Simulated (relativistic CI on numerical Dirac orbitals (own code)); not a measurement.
# Sensitivity of the levels of Sb III to α and to the nuclear radius

Method of calculation: Dirac-Coulomb-Breit CI, orbitals from a KLI potential per configuration, valence Slater integrals scaled by 0.85, P86 correlation energy added to each configuration, derivatives by finite differences, QED left out (own radial code, finite nucleus).

Configurations in the expansion (outside the closed core [Kr] 4d10): 5s2.5p, 5s.5p2, 5s2.5d, 5p3, 5s2.6s, 5s2.5f, 5s.5p.5d, 5s2.6p. The list is cut by size and lacks configurations that can hold low levels.

With x = (α/α₀)² − 1 an excitation energy changes as ω = ω₀ + qx; K = 2q/ω₀ is the relative enhancement. Terms are leading LS components, so labels can repeat. The field-shift factor is F = δν/δ⟨r²⟩ for the transition from the lowest level.

Lowest level 5s2.5p 2P°_1/2.

```
         Level  ω₀ (cm⁻¹)  q (cm⁻¹)  F (GHz/fm²)
5s2.5p 2P°_3/2     6233.2      6918       -0.228
 5s.5p2 4P_1/2    54727.1      8666        -12.3
 5s.5p2 4P_3/2    57491.6     12200        -12.4
 5s.5p2 4P_5/2    60959.0     15570        -12.5
 5s.5p2 2D_3/2    77603.8     12480        -9.72
 5s.5p2 2D_5/2    78674.3     14290        -9.73
 5s.5p2 2S_1/2    95744.8     12050        -11.1
 5s2.6s 2S_1/2    99554.3      2565         4.65
 5s.5p2 2P_1/2   105447.6     14230        -11.2
 5s2.5d 2D_3/2   106523.7      8552        -3.71
 5s2.5d 2D_5/2   108243.9      7760       -0.272
 5s.5p2 2P_3/2   109383.6     14450        -7.72
5s2.6p 2P°_1/2   120252.9      3279         2.97
```

Correlation outside the listed configurations is missing or only estimated: errors of thousands of cm⁻¹ between configurations and terms are usual at this charge. Rates and lifetimes follow the computed energies and can be off by large factors. The fine structure of a lone outer electron comes out too small, for d and f at times inverted, and misplaced configurations move strength between like terms.

Task: Which transition from the lowest level has the largest |K|?

Result: 5s2.5p 2P°_3/2 at 6233.2 cm⁻¹, K = 2.22.
